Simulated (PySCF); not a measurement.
**Two-component Hartree-Fock for Pt⁺ (platinum, charge +1)**

Start: [Xe] 4f14 5d9; 5d3/2 filled at m_j = -3/2, -1/2, +1/2, +3/2; 5d5/2 filled at m_j = -3/2, -1/2, +1/2, +3/2, +5/2. Calculated with PySCF 2.14 in x2c-TZVPall-2c (11s11p10d2f, 108 functions): generalised Hartree-Fock with the X2C-1e Hamiltonian and a Gaussian nucleus; spin-orbit coupling (SO) screened by Boettger's factors. This is a chosen level, not necessarily the ground level.

```json
{"spinor shell": "1s1/2", "electrons": "2", "ε, screened SO (eV)": "-78811.4", "weight of nominal j (screened SO)": "1.000", "rms radius, screened SO (bohr)": "0.0194"}
{"spinor shell": "2s1/2", "electrons": "2", "ε, screened SO (eV)": "-13998.4", "weight of nominal j (screened SO)": "1.000", "rms radius, screened SO (bohr)": "0.0782"}
{"spinor shell": "2p1/2", "electrons": "2", "ε, screened SO (eV)": "-13394.0", "weight of nominal j (screened SO)": "1.000", "rms radius, screened SO (bohr)": "0.0663"}
{"spinor shell": "2p3/2", "electrons": "4", "ε, screened SO (eV)": "-11659.4", "weight of nominal j (screened SO)": "1.000", "rms radius, screened SO (bohr)": "0.0741"}
{"spinor shell": "3s1/2", "electrons": "2", "ε, screened SO (eV)": "-3361.2", "weight of nominal j (screened SO)": "1.000", "rms radius, screened SO (bohr)": "0.200"}
{"spinor shell": "3p1/2", "electrons": "2", "ε, screened SO (eV)": "-3090.7", "weight of nominal j (screened SO)": "1.000", "rms radius, screened SO (bohr)": "0.191"}
{"spinor shell": "3p3/2", "electrons": "4", "ε, screened SO (eV)": "-2703.5", "weight of nominal j (screened SO)": "1.000", "rms radius, screened SO (bohr)": "0.207"}
{"spinor shell": "3d3/2", "electrons": "4", "ε, screened SO (eV)": "-2258.4", "weight of nominal j (screened SO)": "1.000", "rms radius, screened SO (bohr)": "0.182"}
{"spinor shell": "3d5/2", "electrons": "6", "ε, screened SO (eV)": "-2175.3", "weight of nominal j (screened SO)": "1.000", "rms radius, screened SO (bohr)": "0.186"}
{"spinor shell": "4s1/2", "electrons": "2", "ε, screened SO (eV)": "-764.54", "weight of nominal j (screened SO)": "1.000", "rms radius, screened SO (bohr)": "0.441"}
{"spinor shell": "4p1/2", "electrons": "2", "ε, screened SO (eV)": "-648.70", "weight of nominal j (screened SO)": "1.000", "rms radius, screened SO (bohr)": "0.447"}
{"spinor shell": "4p3/2", "electrons": "4", "ε, screened SO (eV)": "-555.22", "weight of nominal j (screened SO)": "1.000", "rms radius, screened SO (bohr)": "0.480"}
{"spinor shell": "4d3/2", "electrons": "4", "ε, screened SO (eV)": "-365.18", "weight of nominal j (screened SO)": "1.000", "rms radius, screened SO (bohr)": "0.496"}
{"spinor shell": "4d5/2", "electrons": "6", "ε, screened SO (eV)": "-347.12", "weight of nominal j (screened SO)": "1.000", "rms radius, screened SO (bohr)": "0.507"}
{"spinor shell": "5s1/2", "electrons": "2", "ε, screened SO (eV)": "-128.46", "weight of nominal j (screened SO)": "1.000", "rms radius, screened SO (bohr)": "1.03"}
{"spinor shell": "4f5/2", "electrons": "6", "ε, screened SO (eV)": "-101.62", "weight of nominal j (screened SO)": "0.999", "rms radius, screened SO (bohr)": "0.564"}
{"spinor shell": "4f7/2", "electrons": "8", "ε, screened SO (eV)": "-98.109", "weight of nominal j (screened SO)": "0.999", "rms radius, screened SO (bohr)": "0.566"}
{"spinor shell": "5p1/2", "electrons": "2", "ε, screened SO (eV)": "-89.969", "weight of nominal j (screened SO)": "0.999", "rms radius, screened SO (bohr)": "1.12"}
{"spinor shell": "5p3/2", "electrons": "4", "ε, screened SO (eV)": "-73.491", "weight of nominal j (screened SO)": "0.999", "rms radius, screened SO (bohr)": "1.22"}
{"spinor shell": "5d3/2", "electrons": "4", "ε, screened SO (eV)": "-21.089", "weight of nominal j (screened SO)": "0.967", "rms radius, screened SO (bohr)": "1.71"}
{"spinor shell": "5d5/2", "electrons": "5", "ε, screened SO (eV)": "-19.168", "weight of nominal j (screened SO)": "0.944", "rms radius, screened SO (bohr)": "1.84"}
```

```
   quantity   screened SO
E (hartree)  -18426.36538
        M_J           5/2
       ⟨J²⟩        10.494
       ⟨L²⟩         7.060
       ⟨S²⟩         1.231
```

The determinant has a definite M_J but mixes levels of different J.

Each row is a mean over spinors that exchange with the open shell spreads, by up to 4.221 eV (5p3/2).

Breit and QED terms are absent; they matter most for the inner s and p1/2 levels.

Densities and radii are taken from the X2C orbitals without a picture-change correction, which distorts them close to the nucleus.
